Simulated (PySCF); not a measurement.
# A survey of 15N NMR shifts

Method: shielding tensors at PBE0/pcSseg-1 (GIAO), GFN2-xTB structure, in PySCF 2.14.0 with density-fitted response routines (relativity neglected, fast rotation and ring inversion assumed for equivalent nuclei, isolated molecule, one conformer).

Shieldings were converted by a linear fit to measured shifts: 15N (scatter 6.3 ppm rms vs CH3NO2, solution or neat liquid). Occasional misses reach two or three times the rms, and more in compound classes unlike the fitted ones.

Give the 15N shifts of `CCO[Si]1(N)OCCCO1`, `C=NNC`, `C[C@@H](C=O)O[Si@H](O)N(C)C`, `CC[C@@H]1C[C@H]1N([SiH3])[SiH2]F`, `C#C[P@@](=S)(CC#N)CCC`.

Results:


```
                        compound                    environment  δ (ppm)
               CCO[Si]1(N)OCCCO1     nitrogen bonded to Si, 2 H   -376.9
      [CH2:1]=[N:2][NH:3][CH3:4]             N2: imine nitrogen    -24.6
      [CH2:1]=[N:2][NH:3][CH3:4]  N3: nitrogen bonded to O or N   -273.1
     C[C@@H](C=O)O[Si@H](O)N(C)C     nitrogen bonded to 2 C, Si   -362.2
CC[C@@H]1C[C@H]1N([SiH3])[SiH2]F     nitrogen bonded to C, 2 Si   -370.8
           C#C[P@@](=S)(CC#N)CCC               nitrile nitrogen   -110.3
```
